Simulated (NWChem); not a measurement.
System: AlH₂SeOCl; SMILES [OH][Al]([Cl])[SeH]

```xyz
6

Al     0.4340     0.6308     0.0000
Cl    -0.9772     2.1842     0.0000
O      2.0972     0.9424     0.0000
H      2.5174     1.8040     0.0000
Se    -0.2778    -1.5489     0.0000
H      1.1202    -2.0105     0.0000
```
Atoms are numbered in this order, from 1.

Program: NWChem. Pople sets run with spherical d functions. The geometry was optimised at PBE0/def2-SVP. Level SCAN/6-31G*: energy and gradient on several grids; changes count from the extra-fine grid, which is no exact limit either.

```json
[
 {"grid": "xcoarse", "size of the energy change (μHa)": "40000", "largest change of a gradient component (μHa/bohr)": "7000"},
 {"grid": "coarse", "size of the energy change (μHa)": "10000", "largest change of a gradient component (μHa/bohr)": "2000"},
 {"grid": "medium", "size of the energy change (μHa)": "6000", "largest change of a gradient component (μHa/bohr)": "800"},
 {"grid": "fine", "size of the energy change (μHa)": "700", "largest change of a gradient component (μHa/bohr)": "300"},
 {"grid": "xfine", "size of the energy change (μHa)": "< 10", "largest change of a gradient component (μHa/bohr)": "< 30"}
]
```
